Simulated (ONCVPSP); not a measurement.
# Potentials for Se (Z = 34) compared

Generated with ld1.x 7.5 (TM, RRKJ, ultrasoft, PAW), atompaw 4.2 or ONCVPSP 4.0.1. The cutoff is in Ry: for ld1.x and atompaw files where the sum of valence levels is converged to 10 mRy in a Bessel basis, for ONCV files where the hardest occupied wave has 1 mHa per electron of residual kinetic energy. The error is the largest all-electron minus pseudo excitation energy over each file’s own four to seven test configurations (ionisations up to +4, promotions, holes and added fractions of an electron), all of which were solved. The labels leave out finer settings (local radius, basis sizes, second energies), which also bear on the numbers. Spin-polarised tests are not counted. The rows are a selection from randomly drawn settings: files with unsolved tests, undetermined cutoffs or missed reference levels are left out.

A true bound ghost makes a file unfit for plane-wave use even where its test errors are small: the radial tests pick states by their node count and pass the ghost by.

| potential | cutoff (Ry) | largest error (meV) | bound ghosts |
| --- | --- | --- | --- |
| ONCV, LDA (Perdew-Wang 92), fully relativistic, rc 1.60/1.65 (sp), local smoothed, core correction yes, reference 4s1 4p5, qcut 5/4.9, projectors 2/2 | 22 | -4.2 | none |
| ONCV, PBEsol, scalar-relativistic, rc 1.40/1.35 (sp), local smoothed, core correction yes, reference 4s1.5 4p4.5, qcut 5.5/6, projectors 2/2 | 228 | -21 | s, p |
| ONCV, PBE, scalar-relativistic, rc 0.95/0.95/1.05 (spd), local smoothed, core correction yes, reference 3s2 3p6 3d10 4s2 4p4, qcut 10.3/12.2/13.9, projectors 2/2/2 | 173 | -4.7 | none |
| ONCV, PBE, non-relativistic, rc 0.85/0.80/0.55 (spd), local smoothed, core correction yes, reference 3s2 3p6 3d10 4s2 4p4, qcut 18.8/17.8/16.2, projectors 2/2/2 | 2027 | +30 | none |

Task: Fill in the row for Se: ONCV, PBEsol, scalar-relativistic, rc 1.10/1.00/0.90/1.00 (spdf), local smoothed, core correction yes, reference 3s2 3p6 3d10 4s2 4p2, qcut 10.6/13.6/17.5/11.5, projectors 2/2/1/3.

Result: cutoff 253 Ry, largest error +82 meV, bound ghosts: f.

Task: Fill in the row for Se: ONCV, LDA (Perdew-Zunger), scalar-relativistic, rc 1.20/1.30 (sp), local smoothed, core correction no, reference 4s2 4p4, qcut 4.5/5.8, projectors 2/3.

Result: cutoff 140 Ry, largest error +47 meV, bound ghosts: s, p.

Task: Fill in the row for Se: ONCV, PBE, scalar-relativistic, rc 0.75/0.95/0.65 (spd), local smoothed, core correction yes, reference 3s2 3p6 3d10 4s2 4p4, qcut 12.4/18.5/28.3, projectors 2/2/2.

Result: cutoff 553 Ry, largest error -3.9 meV, bound ghosts: none.
